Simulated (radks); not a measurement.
The numbers below are computed, except where a source is named.
Initial-state core-level shifts of the zinc ion Zn+ when its valence configuration changes from [Ar] 3d10 4s1. Level of theory: Dirac Kohn-Sham, PBE, spin-unpolarised, spherical densities, point nucleus; open shells are shared between the two j in proportion to 2j + 1 (a radial shooting solver on a logarithmic mesh with Libxc functionals). Shifts are changes of the shell-averaged eigenvalues in eV (positive: less bound).

valence                1s       2p       3s       3p
3d9 4s2            -7.661   -8.437   -7.463   -7.277
3d10 4p1           -1.851   -1.741   -1.845   -1.848
3d9.5 4s1.5        -3.659   -4.023   -3.601   -3.513
3d9 4s1 4p1        -9.471  -10.160   -9.256   -9.067
3d10 4s0.5 4p0.5   -0.942   -0.887   -0.939   -0.940
3d9.5 4s1 4p0.5    -4.593   -4.907   -4.528   -4.440
3d8.5 4s1 4p1.5   -14.616  -15.740  -14.153  -13.854
3d7 4s1 4p3       -31.536  -34.295  -29.646  -28.981
3d8.5 4s2 4p0.5   -12.890  -14.090  -12.447  -12.152
